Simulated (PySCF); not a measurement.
**Static response to an electric field**

Species: C4H5Cl3Si.
Atom-mapped SMILES: `[Cl:1][CH:2]([Cl:3])[C:4]1=[CH:5][SiH2:6][C@H:7]1[Cl:8]` (hydrogens: H9 on C2; H10 on C5; H11, H12 on Si6; H13 on C7)

Cartesian coordinates in Å at the GFN2-xTB level; atoms count from 1:
```xyz
13
C4H5Cl3Si angstrom
Cl     2.1550   -1.1927   -1.5994
C      1.8032   -0.4202   -0.0145
Cl     2.4357   -1.4452    1.2859
C      0.3429   -0.2055    0.0968
C     -0.5967   -0.8246    0.8231
Si    -2.0181    0.2603    0.2054
C     -0.3892    0.8441   -0.6916
Cl     0.1962    2.4919   -0.3129
H      2.3574    0.5220   -0.0006
H     -0.4447   -1.6534    1.4931
H     -2.5468    1.2455    1.1364
H     -3.0091   -0.3541   -0.6694
H     -0.2900    0.7325   -1.7700
```

Level: wB97X-D/def2-SVPD (PySCF), static field, nuclei fixed, core orbitals frozen in the response. The polarisability tensor in these axes (au):

```
x   124.55  -5.73  -5.58
y    -5.73 107.83  -5.45
z    -5.58  -5.45 102.40
```

Q: Diagonalise the tensor; give its mean and Δα, where Δα² is half the sum of the squared differences of the eigenvalues.

A: Principal values 96.83, 111.00 and 126.94 au; mean 111.59 au = 16.54 Å³ = 18.40 × 10⁻⁴⁰ C²·m²/J; Δα = 26.10 au (23 % of the mean).

Q: What is the dipole moment, and where does it point?

A: (-2.27, -0.48, 0.26) D, 2.34 D in size, pointing from the negative to the positive side. Measured along this direction, the outermost atoms are H9 at the negative end and H12 at the positive end.

Q: Give the eigenvalues of the traceless quadrupole moment Θ = ½Σq(3rr − r²1), origin at the centre of nuclear charge.

A: -9.13, 0.73, 8.40 D·Å. The values depend on the origin, since the dipole doesn't vanish. The electronic extent ⟨r²⟩ about the same centre is 2016 bohr², a root-mean-square distance of 2.45 Å for the 94 electrons.

Q: Refractivity n − 1 of an ideal gas of it at 500 K and 1 atm, from the electronic α?

A: N = p/kT = 1.4678 × 10¹⁹ cm⁻³, so n − 1 = 2π × N × 16.54 × 10⁻²⁴ cm³ = 1525 × 10⁻⁶ at long wavelengths, for an ideal gas.

Q: What depolarisation ratio follows for Rayleigh scattering of linearly polarised light, taking the static tensor?

A: ρ = 3Δα²/(45ᾱ² + 4Δα²) = 2042.9/(560361 + 2723.9) = 0.00363.

Q: What molar refraction does this α imply?

A: Lorentz–Lorenz: R = (4π/3)N_A α = 2.5225 cm³/(mol·Å³) × 16.54 Å³ = 41.7 cm³/mol, in the limit of long wavelengths.

Q: Along which axes do the principal values lie, and how far do the nuclei extend along each?

A: Largest value along (0.96, -0.24, -0.16), where the nuclei span 5.53 Å; middle along (0.10, 0.81, -0.58), 4.46 Å; least along (0.27, 0.54, 0.80), 2.69 Å. The response follows the extents in order.

Geometry: GFN2-xTB, one conformer, isolated molecule.
